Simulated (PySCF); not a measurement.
Level of theory: PySCF 2.14.0 with PBE-D3(BJ)/def2-TZVP // B3LYP-D3(BJ)/def2-TZVP. Isolated molecules, 0 K electronic values unless said otherwise. 

Reference species (SMILES): `[Cl][InH][Cl]` (neutral, multiplicity 1).

| Quantity | Value |
|---|---|
| dipole moment | 2.48 D |

Changed species: `[Cl][InH2]` (whole molecule; the reference has whole molecule).

Q: What does the change do to the dipole moment?

A: the dipole moment rises by 0.31 D, to 2.79 D.
